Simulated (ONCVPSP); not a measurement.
# Transferability test, ONCV potential for Rb (Z = 37)

* Element: Rb
* Generator: ONCVPSP 4.0.1
* Type: optimised norm-conserving Vanderbilt (ONCV)
* Functional: Wu-Cohen
* Relativity: scalar-relativistic
* Frozen core: [Ar] 3d10
* Valence charge: 9
* Reference configuration: 4s2 4p6 5s1
* Partial waves: 4s+5s: rc 1.95 bohr, ncon 4, nbas 9, qcut 7.1 1/bohr, 2 projectors; 4p: rc 2.20 bohr, ncon 4, nbas 7, qcut 7.1 1/bohr, 1 projector; d scattering state at 0.15 Ha: rc 2.05 bohr, ncon 4, nbas 8, qcut 4.9 1/bohr, 1 projector; f scattering state at 0.2 Ha: rc 1.90 bohr, ncon 4, nbas 8, qcut 6.4 1/bohr, 2 projectors, debl 0.6 Ha
* Local potential: polynomial inside 1.30 bohr (lpopt 4, dvloc0 1 Ha)
* Core correction: Teter function, fcfact 2.75, rcfact 1.75

Energies are relative to the spin-unpolarised reference configuration 4s2 4p6 5s1; without spin polarisation the order of configurations can differ from experiment.

```json
{"valence configuration": "4s2 4p6 5s0", "charge": "+1", "ΔE all-electron (eV)": "4.018", "error AE − PS (meV)": "-0.3"}
{"valence configuration": "4s2 4p6 5s0 5p1", "charge": "0", "ΔE all-electron (eV)": "1.449", "error AE − PS (meV)": "+4.2"}
{"valence configuration": "4s2 4p5 5s1", "charge": "+1", "ΔE all-electron (eV)": "21.172", "error AE − PS (meV)": "-14"}
```

Question: What are ΔE and the potential's error for 4s2 4p6 5s0.5?

Answer: ΔE = 1.524 eV all-electron; the error (AE − PS) is -0.1 meV.

Levels in the configuration 4s2 4p5 5s1:

```json
{"level": "4s", "all-electron (eV)": "-43.186", "pseudo (eV)": "-43.203"}
{"level": "4p", "all-electron (eV)": "-26.640", "pseudo (eV)": "-26.662"}
{"level": "5s", "all-electron (eV)": "-8.027", "pseudo (eV)": "-8.024"}
```
